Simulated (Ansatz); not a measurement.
Species: C₃H₉BrGeO₃, net charge 0, singlet state. 
Structure (B3LYP-D3(BJ)/def2-TZVP (Ansatz, a program for electronic structure) minimum search):
```
Ge
O 1 1.7563
C 2 1.4277 1 120.29
H 3 1.0896 2 107.00 1 177.83
H 3 1.0924 4 109.18 2 120.68
H 3 1.0936 4 108.79 5 119.06
O 1 1.7586 2 108.55 3 -176.87
C 7 1.4308 1 118.75 2 52.73
H 8 1.0896 7 106.85 1 177.13
H 8 1.0921 9 109.16 7 -120.41
H 8 1.0936 9 108.88 10 -118.95
O 1 1.7672 2 106.30 3 -55.38
C 12 1.4255 1 120.79 2 174.33
H 13 1.0898 12 107.12 1 178.84
H 13 1.0931 14 108.90 12 -120.60
H 13 1.0936 14 108.91 15 -118.61
Br 1 2.3065 2 112.79 3 65.35
```

Computed values are from Ansatz. Correlated levels leave the core frozen unless marked. Open shells are spin-unrestricted. Spin-orbit coupling is left out. The frozen core is the preceding noble-gas configuration, with the filled d and f shells of earlier blocks. No relativistic terms. Basis-set limits of correlation are two-point, X^-3; Hartree-Fock from the larger set. [CCSD(T)-MP2]/basis is that difference in the basis named.

```json
{
 "atomisation energy De": "6388.4 kJ/mol at RI-MP2/CBS(aug-cc-pVTZ,aug-cc-pVQZ)+[CCSD(T)-MP2]/aug-cc-pVTZ",
 "total_energy": "-4993.3946 Eh at RI-MP2/CBS(aug-cc-pVTZ,aug-cc-pVQZ)+[CCSD(T)-MP2]/aug-cc-pVTZ",
 "dipole_moment": "1.69 D at CCSD(T)/aug-cc-pVDZ",
 "T1 diagnostic": "0.012 at CCSD/aug-cc-pVTZ"
}
```
